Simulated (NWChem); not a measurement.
SnHI, singlet; SMILES [SnH][I]

Computed with NWChem. Low-valent species are run as closed-shell singlets; no triplet was tried in these runs. All runs use the structure optimised with PBE0/def2-SVP. def2 effective core potentials on Sn, I; no spin-orbit coupling. Ions are spin-unrestricted doublets at the neutral geometry. Hybrids' shares of exact exchange are those that their runs print; pure functionals count as 0. The functionals differ in more than this share.

```csv
row,share of exact exchange,ΔSCF ionisation energy minus −ε(HOMO) (eV)
PBE/def2-SVPD,0.00,2.79
r2SCAN/def2-SVPD,0.00,2.67
B3LYP/def2-SVPD,0.20,withheld
PBE0/def2-SVPD,0.25,1.99
BHandHLYP/def2-SVPD,0.50,1.18
```

Question: Fit a straight line of the last column on the one before it, predict the withheld value, and compare with the run.

Answer: 
1. Means of the 4 shown rows: x = 0.188, y = 2.158. Slope Σ(x − x̄)(y − ȳ)/Σ(x − x̄)² = -0.5306/0.1719 = -3.087; intercept 2.736.
2. The shown rows scatter about the line by 0.045 (root mean square); the largest residual is -0.07, at r2SCAN/def2-SVPD.
3. At x = 0.20 (B3LYP/def2-SVPD; inside the shown range) the line gives 2.12.
4. The run gives 2.18, +0.06 from the line, 1.3 times the scatter. The line crosses zero at a share of 0.89, outside the shown range.
